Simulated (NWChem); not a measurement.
H₃O cation; SMILES [OH3+]

```xyz
4

O      0.0000     0.0000     0.0788
H      0.6693     0.6693    -0.2074
H      0.2450    -0.9143    -0.2074
H     -0.9143     0.2450    -0.2074
```
Atoms are numbered in this order, from 1.

The geometry was optimised at B3LYP/6-31G* (spherical d).

**Question.** List the 6 lowest vertical singlet excitations from PBE0/def2-SVPD, TDA (NWChem).

**Answer.** 
| state | energy (eV) | oscillator strength | leading excitation (squared amplitude) |
|---|---|---|---|
| S1 | 11.67 | 0.042 | HOMO → LUMO (0.99) |
| S2 | 13.84 | 0.017 | HOMO → LUMO+1 (0.98) |
| S3 | 13.84 | 0.017 | HOMO → LUMO+2 (0.98) |
| S4 | 16.58 | 0.000 | HOMO → LUMO+3 (0.93) |
| S5 | 16.65 | 0.000 | HOMO → LUMO+4 (0.96) |
| S6 | 16.65 | 0.000 | HOMO → LUMO+5 (0.96) |
